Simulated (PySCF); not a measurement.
C5H7F, SMILES C=CC/C=C\F.

The structure is a stationary point at B3LYP-D3(BJ)/def2-SVP. The structure was generated by enumeration; whether it is a known compound was not checked. Other conformers were not sampled.

Two levels are set side by side: TDA-PBE/def2-SVPD (PySCF) and TDA-M06-2X/def2-SVPD (PySCF). Vertical, same geometry. The lowest singlet is HOMO→LUMO 61 %, HOMO→LUMO+1 23 %, HOMO−1→LUMO 10 % with PBE and HOMO→LUMO+1 72 % with the other functional; states are paired by order. Differences are taken from unrounded values.

```
quantity                               TDA-M06-2X
-------------------------------------  ----------
lowest singlet excitation (eV)               6.99
lowest triplet excitation (TDA) (eV)         4.67
first bright state (f over 0.05) (eV)        7.05
its oscillator strength                      0.34
```

What does TDA-PBE give, and how far is it from TDA-M06-2X? (Estimate from the structure and the level; the computed values follow.)


| quantity | TDA-PBE | TDA-PBE minus TDA-M06-2X |
|---|---|---|
| lowest singlet excitation (eV) | 5.42 | -1.57 |
| lowest triplet excitation (TDA) (eV) | 4.29 | -0.38 |
| first bright state (f over 0.05) (eV) | 5.42 | -1.63 |
| its oscillator strength | 0.06 | -0.28 |

Functionals without exact exchange tend to place singlet excitations lower, as here. Differences between two approximate levels are no errors against the true value.

Rough cost on one machine, each run with all the roots and properties that it gave: TDA-M06-2X against TDA-PBE about 10 times.
